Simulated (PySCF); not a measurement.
Species: C3H7ClO2S.
Atom-mapped SMILES: `[CH3:1][CH2:2][CH2:3][S:4](=[O:5])(=[O:6])[Cl:7]` (hydrogens: H8, H9, H10 on C1; H11, H12 on C2; H13, H14 on C3)

Geometry (PBE0-D3(BJ)/def2-SVP, Å), atoms numbered from 1 in this order:
```xyz
14
C3H7ClO2S angstrom
C     -3.3935    3.5206   -1.1723
C     -4.1714    2.7956   -2.2590
C     -5.0726    1.6781   -1.7674
S     -6.5451    2.1925   -0.8830
O     -7.3345    1.0185   -0.5844
O     -6.2290    3.1727    0.1342
Cl    -7.5389    3.2189   -2.4322
H     -2.7915    2.8153   -0.5777
H     -4.0641    4.0525   -0.4843
H     -2.7053    4.2529   -1.6182
H     -4.7766    3.5021   -2.8501
H     -3.4740    2.3289   -2.9743
H     -4.5788    1.0223   -1.0299
H     -5.4713    1.0494   -2.5763
```

The calculation used core-valence-separated Tamm–Dancoff BHandHLYP/aug-pcX-1 (pcseg-1 on H, def2-SVPD on Cl, def2-SVPD on S) in PySCF, non-relativistic, gas phase, PBE0-D3(BJ)/def2-SVP geometry. No empirical shift is added; at this level the pattern usually sits a few eV under experiment.

**Question.** Give energies, oscillator strengths and core holes at the O K edge.

**Answer.** 
| E (eV) | f | core hole on | main final orbital |
| --- | --- | --- | --- |
| 530.58 | 0.0562 | O5/O6 | LUMO (2 roots, f summed) |
| 532.74 | 0.0659 | O5/O6 | spread (2 roots, f summed) |
| 534.01 | 0.0252 | O6 | spread |
| 534.18 | 0.0276 | O5 | spread |
| 534.61 | 0.0053 | O5 | LUMO+1 (44 %) |
| 534.87 | 0.0063 | O6 | LUMO+1 (38 %) |
| 535.11 | 0.0070 | O5 | spread |
| 535.23 | 0.0052 | O6 | LUMO+3 (55 %) |
| 535.38 | 0.0024 | O5 | LUMO+3 (35 %) |

The first line with a tenth or more of the strongest one's intensity is at 530.58 eV (f = 0.056, sum of 2), with the hole on O5/O6 (sulfonyl oxygen). The strongest listed is at 532.74 eV (f = 0.066, sum of 2; O5/O6).

**Question.** Give energies, oscillator strengths and core holes at the C K edge.

**Answer.** 
```tsv
E (eV)	f	core hole on	main final orbital
284.85	0.0413	C3	LUMO (69 %)
285.09	0.0022	C1	LUMO (91 %)
285.48	0.0003	C2	LUMO (97 %)
285.48	0.0091	C1	LUMO+1 (54 %)
286.00	0.0173	C2	LUMO+1 (76 %)
286.10	0.0277	C1	LUMO+3 (47 %)
286.48	0.0040	C1	LUMO+2 (33 %)
286.83	0.0449	C1 + C2	spread (2 roots, f summed)
286.94	0.0259	C3	LUMO+1 (40 %)
287.26	0.0211	C3	spread
287.27	0.0027	C1	spread
287.34	0.0116	C2	LUMO+2 (62 %)
287.49	0.0096	C1	LUMO+5 (32 %)
287.57	0.0043	C2	LUMO+3 (34 %)
```

The first line with a tenth or more of the strongest one's intensity is at 284.85 eV (f = 0.041), with the hole on C3 (sp3 carbon bound to sulfur). The strongest listed is at 286.83 eV (f = 0.045, sum of 2; C1 + C2).

Roots within 0.03 eV whose holes lie on the same, on equivalent or on shared atoms are summed into one line, and the highest roots are left out, as the search may have cut off their partners. Final orbitals are the ground state's empty Kohn–Sham orbitals.

**Question.** What length of transition dipole belongs to the line at 534.01 eV?

**Answer.** From f = (2/3) ΔE |μ|² in atomic units, with ΔE = 19.625 Eh and f = 0.0252: |μ| = 0.044 au = 0.11 D.

Only the lowest roots of each edge were sought.

One conformer stands for the species.
